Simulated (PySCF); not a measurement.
**Polarisability and C₆ of Ag³⁺ (silver, charge +3)**

[Kr] 4d8, high-spin 3F determinant. Calculation: PySCF 2.14, in x2c-QZVPPall with one added diffuse shell each of s, p, d, f, g type (14s9p8d5f3g, 143 functions); scalar relativity by spin-free X2C-1e. Coupled (time-dependent) response in atomic units; α is the mean over directions.

```
method  mean α (bohr³)  C₆ (like pair)  S(−4)
  PBE0           4.000           18.09  2.744
```

S(−4) is the Cauchy moment in α(ω) = α(0) + S(−4) ω² + …

Spin-orbit coupling is absent.

α(iu) at PBE0:

```
u (hartree)  α(iu) (bohr³)
          0          4.000
     0.0500          3.993
      0.100          3.973
      0.200          3.895
      0.300          3.776
      0.500          3.465
      0.750          3.036
       1.00          2.635
       1.50          1.989
       2.00          1.525
       3.00         0.9511
       5.00         0.4572
```

A single London oscillator, α(iu) = α/(1 + u²/ω²), gives C₆ = (3/4) ω α². Matching the computed C₆ needs ω = 4 × 18.09 / (3 × 4.000²) = 1.51 hartree.

For an ion, C₆ is the dispersion term alone; charge-induced terms of lower order in 1/R come first.
